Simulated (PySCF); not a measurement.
## A survey of $^{29}$Si NMR shifts

[PySCF: GFN2-xTB geometry; shieldings: GIAO PBE0/pcSseg-1; one averaged value for each set of equivalent atoms; gas phase; relativity neglected; one computed conformer]

Shieldings were converted by a linear fit to measured shifts: $^{29}$Si: δ = 279.94 − 0.822σ (rms 8.9 ppm, 72 shifts, 25.8 ppm with the 6 outliers that the fit left out vs TMS, solution or neat liquid). Occasional misses reach two or three times the rms, and more in compound classes unlike the fitted ones.

Give the $^{29}$Si shifts of `O=C(Cl)c1ccc([SiH3])cc1`, `C/C=C/[SiH2]S[SiH3]`, `C=N[SiH2]C/C(C)=C\SC`, `CS[SiH2]/C=C\[SiH3]`, `C#C[Si@@H](F)C(=O)C=C`.

## Answers


```
                                   compound                       environment  δ (ppm)
                    O=C(Cl)c1ccc([SiH3])cc1          silicon bonded to C, 3 H    -62.5
[CH3:1]/[CH:2]=[CH:3]/[SiH2:4][S:5][SiH3:6]  Si4: silicon bonded to C, S, 2 H    -34.2
[CH3:1]/[CH:2]=[CH:3]/[SiH2:4][S:5][SiH3:6]     Si6: silicon bonded to S, 3 H    -56.5
                       C=N[SiH2]C/C(C)=C\SC       silicon bonded to C, N, 2 H    -41.3
[CH3:1][S:2][SiH2:3]/[CH:4]=[CH:5]\[SiH3:6]  Si3: silicon bonded to C, S, 2 H    -38.8
[CH3:1][S:2][SiH2:3]/[CH:4]=[CH:5]\[SiH3:6]     Si6: silicon bonded to C, 3 H    -76.8
                      C#C[Si@@H](F)C(=O)C=C       silicon bonded to 2 C, F, H    -47.3
```
